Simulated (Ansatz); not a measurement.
Si₆H₁₁, a cluster with a defect cut from the lattice of silicon (one cap removed), relaxed as a doublet with UKS PBE-D4/def2-SVP in Ansatz, starting from the GFN2-xTB geometry. Force threshold 0.02 eV/Å.

The relaxation made no stability test and no search for a lower SCF solution.

Start:

```tsv
atom	x (Å)	y (Å)	z (Å)
Si1	-1.8842	-0.2351	1.4525
Si2	1.6870	1.5282	0.7402
Si3	-0.0999	-0.6095	-1.9997
Si4	-1.5129	-1.5565	-0.4229
Si5	1.9078	0.1348	-1.1082
Si6	0.0356	0.8158	2.1851
H7	-2.4335	-1.0430	2.5548
H8	-2.9966	0.6909	1.1609
H9	2.9616	1.6172	1.4742
H10	1.5044	2.9144	0.2643
H11	0.1106	-1.5120	-3.1389
H12	-0.7899	0.5399	-2.6114
H13	-0.9090	-2.8144	0.0448
H14	-2.7800	-1.9948	-1.0230
H15	2.6831	-1.0400	-0.6789
H16	2.7675	0.7483	-2.1290
H17	-0.2516	1.8157	3.2353
```

| step | energy (eV) | largest force component (eV/Å) | SCF passes |
| --- | --- | --- | --- |
| 1 | -47404.6756 | 0.517 | 17 |
| 2 | -47404.9133 | 0.232 | 18 |
| 3 | -47404.9714 | 0.074 | 17 |
| 4 | -47404.9810 | 0.025 | 18 |
| 5 | -47404.9835 | 0.046 | 17 |
| 6 | -47404.9840 | 0.057 | 18 |
| 7 | -47404.9858 | 0.009 | 18 |
| 8 | -47404.9859 | 0.011 | 14 |
| 9 | -47404.9861 | 0.009 | 14 |
| 10 | -47404.9862 | 0.007 | 18 |

Force components are those of the run's own axes.

End:

Cartesian coordinates in Å:
```
Si -1.8952 -0.1441 1.3729
Si 1.5962 1.5796 0.6738
Si -0.1423 -0.5257 -2.0070
Si -1.4355 -1.6416 -0.3857
Si 1.9431 0.0263 -1.0623
Si 0.1438 0.6138 2.2318
H -2.6849 -0.8172 2.4665
H -2.7277 0.9937 0.8287
H 2.8954 1.9380 1.3491
H 1.0157 2.8418 0.0789
H 0.0331 -1.3802 -3.2375
H -0.8498 0.7443 -2.4094
H -0.6506 -2.8119 0.1500
H -2.7181 -2.1614 -0.9856
H 2.5724 -1.2208 -0.4954
H 2.8712 0.5979 -2.1048
H 0.0331 1.3673 3.5360
```

By distances, no bond broke or formed. The bond that changes most is Si3–H11, from 1.47 to 1.51 Å (atoms count from 1).

The force fell under the threshold at step 7, but the optimiser went on. No frequencies were taken in this run, so the end may be a saddle point.

Run time 14 s (4 threads of Intel Xeon 6975P-C on a shared host).
